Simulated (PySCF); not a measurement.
C₄H₃N₂, SMILES [c]1cncnc1, multiplicity 2. Atoms are numbered in the order given.

```xyz
9

C      0.0000     0.0000     1.3753
C      0.0000     1.2101     0.6967
N      0.0000     1.2040    -0.6561
C      0.0000     0.0000    -1.2462
N      0.0000    -1.2040    -0.6561
C      0.0000    -1.2101     0.6967
H      0.0000     2.1925     1.2010
H      0.0000     0.0000    -2.3522
H      0.0000    -2.1925     1.2010
```
Charge 0, spin multiplicity 2.

The structure is a stationary point at PBE-D3(BJ)/def2-SVP. The isomer is the one that the SMILES or the coordinates give; other isomers of the formula were not compared.

The numbers are results of PBE/pcH-1 run with PySCF, not measurements.

Unrestricted Kohn–Sham, ⟨S²⟩ = 0.756. Hyperfine tensors hold the contact and dipolar terms, without spin-orbit corrections.

Computed hyperfine couplings:
| nucleus | A(iso) (MHz) | A(iso) (G) | dipolar principal values (MHz) |
|---|---|---|---|
| 13C no. 1 | 343.3 | 122.5 | -72.5, -58.6, 131.1 |
| 13C no. 2 | 9.5 | 3.4 | -12.9, -2.2, 15.1 |
| 14N no. 3 | -1.1 | -0.4 | -6.0, -4.2, 10.1 |
| 13C no. 4 | 11.8 | 4.2 | -6.4, 2.9, 3.5 |
| 14N no. 5 | -1.1 | -0.4 | -6.0, -4.2, 10.1 |
| 13C no. 6 | 9.5 | 3.4 | -12.9, -2.2, 15.1 |
| 1H no. 7 | 22.0 | 7.8 | -6.2, -4.2, 10.4 |
| 1H no. 8 | 31.2 | 11.1 | -2.3, -0.1, 2.4 |
| 1H no. 9 | 22.0 | 7.8 | -6.2, -4.2, 10.4 |
